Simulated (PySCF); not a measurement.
The numbers are results of PBE-D3(BJ)/def2-TZVP // B3LYP-D3(BJ)/def2-TZVP (PySCF), not measurements. Isolated molecules, 0 K electronic values unless said otherwise. One relaxed conformer stands for a flexible species; it need not be the lowest. Excitations are Tamm–Dancoff values on a coarser integration grid. The basis has no diffuse functions, so Rydberg states are missing or too high.

Reference species (SMILES): `[OH][InH2]` (neutral, multiplicity 1).

The HOMO–LUMO gap comes out as 4.46 eV. The S1 oscillator strength comes out as 0.003 and the HOMO is -6.66 eV. The T1 excitation (TDA) comes out as 4.17 eV.

Changed species: `[OH][InH][OH]` (H–O–In–O torsion 0°, O–In–O–H torsion 0°) (2 of 3 H replaced by OH; the reference has 1 of 3 H replaced by OH).

Task: What does the change do to the HOMO–LUMO gap, S1 oscillator strength, HOMO and T1 excitation (TDA)?

Result: the HOMO–LUMO gap goes up by 0.12 eV, to 4.58 eV; the S1 oscillator strength is nearly the same; the HOMO is nearly the same; the T1 excitation (TDA) rises by 0.22 eV, to 4.39 eV.
